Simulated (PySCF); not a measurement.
C2H5NOSi. Atoms are numbered in the order given.

```xyz
10

N     -0.3326    -2.8634     0.0000
C      0.1976    -1.8321     0.0000
C      0.8017    -0.5104     0.0000
Si    -0.5041     0.8685     0.0000
O      0.4071     2.2641     0.0000
H      1.4444    -0.3881    -0.8878
H      1.4444    -0.3881     0.8878
H     -1.3545     0.7442     1.2168
H     -1.3545     0.7442    -1.2168
H     -0.0470     3.1144     0.0000
```
Charge 0, spin multiplicity 1.

Geometry: B3LYP-D3(BJ)/def2-SVP. This is a generated structure with no PubChem entry under its InChIKey; it may be hypothetical. One conformer was computed; it need not be the lowest.

Computed with r2SCAN/def2-TZVP run with PySCF.

Isolated molecule, no solvent.

Computed frontier levels, gap, dipole moment and polarisability:
```json
{
  "highest_occupied_level": "-7.82 eV",
  "lowest_empty_level": "-0.70 eV",
  "orbital_gap": "7.12 eV",
  "dipole_moment": "4.69 D",
  "quadrupole, principal values (traceless, Buckingham form, about the centre of nuclear charge)": "-12.70, 3.72, 8.97 D·Å",
  "mean_static_polarisability": "55.3 bohr³ (8.19 Å³)",
  "polarisability_principal_values": "45.2, 49.8, 70.8 bohr³"
}
```
